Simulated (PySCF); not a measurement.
**Bonding in `O=S(=O)([O-])c1cccs1`**

C₄H₃O₃S₂ (charge -1).
SMILES with atom numbers: `[O:1]=[S:2](=[O:3])([O-:4])[c:5]1[cH:6][cH:7][cH:8][s:9]1` (hydrogens: H10 on C6; H11 on C7; H12 on C8)

Cartesian coordinates in Å at the PBE0-D3(BJ)/def2-SVP level; atoms count from 1:
```xyz
12
C4H3O3S2 angstrom
O      2.4476   -1.3872    0.1540
S      2.2151    0.0687    0.0968
O      2.5414    0.8029    1.3313
O      2.6663    0.7266   -1.1417
C      0.4089    0.1714    0.0099
C     -0.4725   -0.8779   -0.0097
C     -1.8327   -0.4589   -0.0704
C     -1.9600    0.9073   -0.0949
S     -0.4215    1.6803   -0.0446
H     -0.1094   -1.9054    0.0213
H     -2.6859   -1.1410   -0.0944
H     -2.8765    1.4959   -0.1384
```

Bond orders from the PBE0/pcSseg-1 density (PySCF). Isolated species at its PBE0-D3(BJ)/def2-SVP geometry, gas phase. The pcSseg-1 basis has no diffuse functions, a weakness for an anion.

Task: How far do the computed orders between heavy atoms stray from the drawn ones?

Result: The largest departure is 0.664, at S2–O4 (drawn single, 1.664), counting aromatic bonds as 1.5. Drawn single, order above 1.12: S2–O4 (1.664). Drawn single, order below 0.88: S2–C5 (0.795). Drawn double or triple, more than 0.30 short of the drawn order: O1–S2 (1.646) and S2–O3 (1.663). The bonds drawn aromatic range from 1.14 to 1.56. The SMILES, with its formal charges, is one Lewis structure only.

Task: Set the Mayer orders of the bonds beside their lengths.

Result: 
```
  bond  drawn as  length (Å)  Mayer order
 O1–S2    double       1.475        1.646
 S2–O3    double       1.473        1.663
 S2–O4    single       1.473        1.664
 S2–C5    single       1.811        0.795
 C5–C6  aromatic       1.371        1.554
 C6–C7  aromatic       1.425        1.242
 C7–C8  aromatic       1.372        1.562
 C8–S9  aromatic       1.723        1.161
 S9–C5  aromatic       1.723        1.140
C6–H10    single       1.090        0.973
C7–H11    single       1.093        0.976
C8–H12    single       1.090        0.962
```

By pair of heavy elements: O–S: all 3 within 0.02 of one another (1.646 to 1.664). C–S: lowest S2–C5 (0.795, 1.811 Å), highest C8–S9 (1.161, 1.723 Å). C–C: lowest C6–C7 (1.242, 1.425 Å), highest C7–C8 (1.562, 1.372 Å).

Task: Sum the orders of all bonds at each heavy atom with more than one neighbour and set the sums beside the valence in the SMILES.

Result: S2 5.768 (drawn 6), C5 3.489 (drawn 4), C6 3.769 (drawn 4), C7 3.780 (drawn 4), C8 3.685 (drawn 4), S9 2.301 (drawn 2). Orders between atoms that aren't bonded are not in these sums.

For a closed shell the Mayer order of atoms A and B is Σ (PS)μν (PS)νμ over the basis functions μ on A and ν on B, with P the density and S the overlap matrix.
